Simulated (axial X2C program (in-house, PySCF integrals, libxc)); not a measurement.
Spin–orbit effects down a group: molecules with Nb (ions), PBE0

All values come from calculations with an axial X2C code built on PySCF integrals, spin-free (one-electron X2C) or two-component (2c: spin–orbit coupling with atomic mean-field Coulomb and Gaunt terms, which also bring small scalar terms), in Dyall basis sets with cores contracted in-house; open shells are unrestricted.

Basis sets: H dyall-v3z, Li dyall-cv3z, Na dyall-cv3z, Nb dyall-cv3z.

| molecule | spin-free state | Re (Å) | ωe (cm⁻¹) | De (eV) | 2c state | Re 2c (Å) | ωe 2c (cm⁻¹) | De 2c (eV) |
| --- | --- | --- | --- | --- | --- | --- | --- | --- |
| NbH⁺ | M_S = 3/2, Λ = 2 | 1.719 | 1866.4 | 2.25 | Ω = 1/2 | 1.719 | 1865.3 | n/a |
| LiNb⁺ | M_S = 5/2, Λ = 2 | 2.905 | 238.2 | 1.00 | Ω = 1/2 | 2.905 | 238.2 | n/a |
| NaNb⁺ | M_S = 5/2, Λ = 2 | 3.261 | 122.9 | 0.69 | Ω = 1/2 | 3.261 | 122.9 | n/a |

(1) Work out the shifts from the spin-free to the two-component result.

Fragments in 2c: Nb+ + H, Nb + Li+, Nb + Na+. Each entry is the lowest single determinant of a limited PBE0 search at one distance. De goes to single-determinant-based atoms at the same level (for ions the charge split of lowest energy) and is withheld (n/a) where an atom does not fit its ground term or J level. Main or longest-lived isotopes. One determinant is a doubtful description, or other states lie close, for NbH⁺, LiNb⁺, NaNb⁺; these need not be ground states, and all values refer to the states named. With several unpaired electrons the Ω given is that of one determinant, not necessarily of the lowest component. The functionals have no current term, which raises determinants with orbital currents. Where the atoms have a lower orbital projection than the molecule, De at mean-field level may be about a tenth of an eV too small.

Results:

(1) 

| molecule | 2c state | ΔRe (Å) | Δωe (cm⁻¹) | ΔDe (eV) |
| --- | --- | --- | --- | --- |
| NbH⁺ | Ω = 1/2 | 0.000 | -1.1 | n/a |
| LiNb⁺ | Ω = 1/2 | 0.000 | 0.0 | n/a |
| NaNb⁺ | Ω = 1/2 | 0.000 | 0.0 | n/a |

Shifts of one unit in the last digit are rounding.
